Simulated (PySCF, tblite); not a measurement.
Species: C2H12FPSi4.
Atom-mapped SMILES: `[F:1][Si@@H:2](/[CH:3]=[CH:4]/[SiH3:5])[P:6]([SiH3:7])[SiH3:8]` (hydrogens: H9 on Si2; H10 on C3; H11 on C4; H12, H13, H14 on Si5; H15, H16, H17 on Si7; H18, H19, H20 on Si8)

Geometry (GFN2-xTB, Å), atoms numbered from 1 in this order:
```
atom  x, y, z in Å
F1    -0.6535    2.7773   -0.1465
Si2   -0.3373    1.3067   -0.7456
C3     1.5131    1.0038   -0.6259
C4     2.0644    0.0206    0.0800
Si5    3.9099   -0.3068    0.2501
P6    -1.4040   -0.1667    0.5298
Si7   -3.4869    0.6130    0.3670
Si8   -1.4252   -1.9153   -0.8427
H9    -0.8143    1.4424   -2.1216
H10    2.1573    1.6907   -1.1614
H11    1.3910   -0.6478    0.6115
H12    4.6521    0.7038   -0.5049
H13    4.1951   -1.6405   -0.2879
H14    4.2814   -0.2572    1.6654
H15   -3.5161    1.9037    1.0469
H16   -3.9235    0.7673   -1.0252
H17   -4.3406   -0.3650    1.0402
H18   -0.0650   -2.4501   -0.8873
H19   -2.3518   -2.8880   -0.2683
H20   -1.8513   -1.5812   -2.2055
```

Jobs on this species (20 atoms, 104 electrons) with PySCF (density fitting) and tblite. Hardware of each: one thread of an Arm Neoverse N1, no GPU, shared host. The host was shared with other jobs, so the times are rough.

| level and settings | work | basis functions | SCF cycles | wall time |
| --- | --- | --- | --- | --- |
| GFN2-xTB | Hessian by finite differences | – | – | ? |
| PBE0/pcSseg-1 | shieldings, charges and field gradients | 231 | 13 | 94 s |
| GFN2-xTB | L-BFGS relaxation | – | – | 4.8 s |

Fill in the missing figures.

- GFN2-xTB; Hessian by finite differences: 2.4 s

What do all jobs in the table cost together?

About 1.7 min; the longest takes about 93 % of that, and about 39 times as long as the shortest.
